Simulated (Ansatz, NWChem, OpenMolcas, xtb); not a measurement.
# Ligand exchange: NaI + KNH2 → NaNH2 + KI

Gas-phase species: NaI (Sodium Iodide), singlet; KNH2 `[NH2][K]`, singlet; NaNH2 `[NH2][Na]`, singlet; KI (Potassium Iodide), singlet. The partners trade I for NH2: Na–I and K–NH2 bonds give way to Na–NH2 and K–I.

Shapes, held fixed at every level: PBE0-D4/def2-TZVP; KI at the measured bond length. Programs: Ansatz 0.2.0, NWChem 7.3.0, OpenMolcas 26.06, xtb 6.7.1. A level may come from different programs for different species; with the same settings they agree closely. Electronic energies: no zero-point or thermal term.

```csv
level,kind,ΔE (kJ/mol)
GFN0-xTB,semi-empirical,-35.2
SVWN5/STO-3G,LDA,+7.5
r2SCAN/STO-3G,meta-GGA,-7.9
r2SCAN0/STO-3G,global hybrid,-19.5
CAM-B3LYP/STO-3G,range-separated hybrid,-17.1
wB97M-V/STO-3G,range-separated hybrid,-18.5
CCSD(T)/STO-3G,coupled cluster or CI,-17.0
CCSDT/STO-3G,coupled cluster or CI,-16.3
PBE0/def2-SVP,global hybrid,-25.0
```

PBE0/def2-SVP gives ΔE = -25.0 kJ/mol; the levels span -35.2 to +7.5. They disagree on the sign: 1 of 9 are positive. The median of the levels is -17.1. No measured value is set beside it here. T1 is large for KNH2 (0.024), so single-reference values are less sure there. For atoms past krypton def2 sets carry core potentials with scalar relativity. All-electron rows are non-relativistic unless named. Outer-core shells of I, K, Na are correlated, in sets that cover them unevenly. Rows in sets without polarisation functions are far from converged.
